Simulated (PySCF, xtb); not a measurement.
Al(OSiH3)2 (AlH₆O₂Si₂), SMILES [SiH3][O][Al+][O][SiH3], charge +1.

GFN2-xTB run with xtb at its own geometry gives an orbital gap of 1.32 eV.

Geometry: PBE0-D3(BJ)/def2-SVP. The spin state was assumed, not searched. The isomer is the one that the SMILES or the coordinates give; other isomers of the formula were not compared. The values are those of a single conformer.

### Question
What does PBE/def2-TZVP (PySCF) give? (Estimate from the structure and the level; the computed values follow.)

### Answer
gap 3.32 eV (levels -11.99 and -8.67 eV).
